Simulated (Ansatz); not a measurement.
Relaxation of CH6BClN2Si (12 atoms, charge 0, multiplicity 1), to a largest force component of 0.02 eV/Å in at most 50 steps.

Level of theory: RKS PBE0/def2-SVP (Ansatz).

```xyz
12
Properties=species:S:1:pos:R:3
N -2.189 -0.870 0.709
B -1.729 0.542 0.269
N -0.327 0.741 -0.203
C 0.636 -0.206 -0.259
Si 2.279 0.130 -0.843
Cl 3.171 1.538 0.465
H -2.754 -0.018 0.334
H -1.698 -1.060 1.572
H -2.456 1.488 0.310
H 0.306 -1.236 0.038
H 3.049 -1.107 -0.805
H 2.255 0.699 -2.170
```

Question: Where does it end, and by what steps?

Answer: The forces met the threshold. After 21 steps the energy has fallen by 5.295 eV; H10 moved furthest, 1.66 Å. Parted: B2–H7 (1.17 → 2.12 Å).

```tsv
step	energy less start (eV)	largest force component (eV/Å)	accepted
0	0.0000	7.625	yes
1	-2.0709	3.991	yes
2	-3.2617	3.220	yes
3	-3.9219	2.284	yes
4	-4.4420	1.703	yes
5	-4.7096	1.393	yes
6	-4.9280	2.141	yes
7	-5.0960	0.697	yes
8	-5.1667	0.325	yes
9	-5.1894	0.763	yes
10	-5.2245	0.618	yes
11	-5.2582	0.687	yes
12	-5.2748	0.311	yes
13	-5.2831	0.216	yes
14	-5.2889	0.176	yes
15	-5.2895	0.146	yes
16	-5.2921	0.085	yes
17	-5.2938	0.080	yes
18	-5.2948	0.044	yes
19	-5.2951	0.025	yes
20	-5.2951	0.039	yes
21	-5.2954	0.016	yes
```

```xyz
12
Properties=species:S:1:pos:R:3
N -2.239 -0.282 1.304
B -1.654 0.421 0.236
N -0.317 0.235 -0.160
C 0.555 -0.308 -0.876
Si 2.392 0.171 -0.783
Cl 2.676 1.498 0.769
H -3.160 -0.055 1.648
H -1.752 -0.982 1.846
H -2.285 1.282 -0.338
H 0.287 -1.103 -1.615
H 3.222 -1.047 -0.550
H 2.818 0.811 -2.062
```

Time of the run: 75 s on 2 threads of Intel(R) Xeon(R) Platinum 8488C (Sapphire Rapids) (shared host), peak memory 0.31 GiB.
